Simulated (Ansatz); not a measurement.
A run for Ansatz (a program for electronic structure): R-wB97X-V/def2-TZVPP on GeH5NSi (SMILES [NH2][Ge][SiH3]), a point of a torsion scan.

Ansatz 0.2 input:
```yaml
crystal:
  periodic: [false, false, false]
  atoms:
    - {symbol: N, position_ang: [1.77757981, -0.13683157, 0.19172418]}
    - {symbol: Ge, position_ang: [0.55820702, -0.09976899, 1.52379493]}
    - {symbol: Si, position_ang: [-1.34585087, 0.05944019, 0.02469195]}
    - {symbol: H, position_ang: [2.76892954, -0.21223308, 0.36827497]}
    - {symbol: H, position_ang: [1.62616483, -0.08880198, -0.80500238]}
    - {symbol: H, position_ang: [-1.74619607, -1.23203832, -0.56227600]}
    - {symbol: H, position_ang: [-2.57255859, 0.56352427, 0.66265883]}
    - {symbol: H, position_ang: [-1.15609994, 0.93143760, -1.14876835]}
basis:
  gaussian:
    orbitals: def2-TZVPP
hamiltonian:
  xc: {name: wB97X-V}
scf: {lower_state_search: off}
```

Give the final energy of this run.

-2424.0236 hartree.

How many basis functions does it have, and what does it roughly cost on one machine?

191 functions; roughly 8 core-seconds.
